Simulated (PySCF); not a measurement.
**[ScI2]+ at several levels of theory**

All levels use the PBE0 minimum (singlet; Sc–I 2.544 Å (×2); I–Sc–I 113.9°), basis [Sc def2-SVP, I def2-SVP with ECP28], scalar-relativistic core potentials, density fitting, no spin–orbit coupling, PySCF. For vertical energies the ionised species is a doublet (spins chosen at PBE0 and kept) and the electron-attached one a doublet. Open shells are unrestricted, also as the reference of the correlated levels. Dipoles are about the centre of mass. A dash marks a value that was not computed or is not defined at that level.

```
 level  vertical IP (eV)  vertical EA (eV)  −ε(HOMO) (eV)  gap (eV)  dipole (D)
  PBE0             14.29              6.83          12.37      4.13        6.85
    HF                 ?                 ?              ?         ?           ?
   MP2             15.12              6.16              –         –           –
   PBE                 ?                 ?              ?         ?           ?
r2SCAN             14.24              6.69          11.62      2.58        6.84
 B3LYP             14.23              6.80          12.10      3.59        6.72
```

Task: Fill in the row of PBE.

Result: vertical IP (eV) 14.05, vertical EA (eV) 6.48, −ε(HOMO) (eV) 11.32, gap (eV) 2.20, dipole (D) 6.38.

Task: Fill in the row of HF.

Result: vertical IP (eV) 13.56, vertical EA (eV) 7.01, −ε(HOMO) (eV) 14.57, gap (eV) 9.02, dipole (D) 8.17.

Spin contamination in at least one species weakens the values at: HF, MP2.
